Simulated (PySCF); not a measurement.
ClF2In. Atoms are numbered in the order given.

```xyz
4

In     0.0000     0.0000    -0.2524
F      0.0000    -1.6601    -1.2694
F      0.0000     1.6601    -1.2694
Cl     0.0000     0.0000     2.0714
```

The structure is a stationary point at B3LYP-D3(BJ)/def2-SVP. The def2 effective core potentials stand for the cores of In; spin–orbit coupling is left out.

Calculation: PBE/def2-TZVPD (PySCF).

Mulliken values depend strongly on the basis, most of all with diffuse functions as here. ESP charges are fitted to the potential on shells at 1.4 to 2.0 van der Waals radii. Atomic charges (e):

| atom | Mulliken | ESP fit |
|---|---|---|
| In1 | 1.28 | 1.04 |
| F2 | -0.47 | -0.39 |
| F3 | -0.47 | -0.39 |
| Cl4 | -0.35 | -0.26 |
